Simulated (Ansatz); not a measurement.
`[CH3][Al]([NH2])[NH2]`. Total charge 0; spin multiplicity 1.

```xyz
11

C     0.225   -1.673   -0.378
Al   -0.027    0.213    0.042
N    -1.580    0.802    0.665
N     1.289    1.381   -0.179
H     1.139   -1.847   -0.952
H    -0.610   -2.072   -0.960
H     0.294   -2.276    0.533
H    -1.796    1.751    0.919
H    -2.384    0.215    0.818
H     2.202    1.139   -0.528
H     1.248    2.366    0.020
```

(1) List the harmonic frequencies (cm⁻¹, unscaled) at PBE0-D4/def2-TZVP in Ansatz. (Estimate.)

Answers

(1) Computed: 3, 171, 198, 224, 252, 338, 366, 377, 568, 586, 663, 675, 694, 814, 878, 1222, 1446, 1448, 1565, 1575, 3041, 3116, 3126, 3615, 3616, 3704, 3704.
